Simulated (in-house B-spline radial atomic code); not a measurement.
Values are calculated unless marked as measured or tabulated.
# C6 from the polarisability at imaginary frequency: Ce4+

BP86 linear response of the closed shell [Kr] 4d10 5s2 5p6, from an all-electron radial atomic-structure program (B-spline basis); scalar-relativistic (spin-free one-electron X2C), finite nucleus, no spin-orbit coupling; shells from n = 3 respond.

The dispersion coefficient of two like species is C6 = (3/π) ∫ α(iu)² du from 0 to ∞.

```
u (hartree)  α(iu) (bohr³)
          0          5.829
      0.335          5.404
      0.783          4.116
       1.34          2.722
       2.24          1.533
       3.35         0.9129
       5.03         0.5208
       7.83         0.2695
       11.2         0.1531
       16.8        0.07931
         28        0.03447
       55.9        0.01098
```

(1) Fit one oscillator, α(iu) = α(0)/(1 + u²/ω²), through u = 2.24 and estimate C6.

(2) How does that compare with the full integral?

Results:

(1) From α(0)/α(iu) − 1 = 5.829/1.533 − 1 = 2.8023, ω = u/√2.8023 = 1.3381 hartree (36.4 eV). London's formula gives C6 = (3/4) α(0)² ω = 0.75 × 5.829² × 1.3381 = 34.1 hartree·bohr⁶, and the oscillator holds f = α(0) ω² = 10.44 electrons, of a sum of oscillator strengths of 47.6.

(2) The program's quadrature over all excitations gives C6 = 32.92, so the single oscillator is off by +3.6 %. At the last point the fit gives α = 0.00334 against 0.011: higher excitations, and deeper shells where there are any, keep the true curve higher at large u.
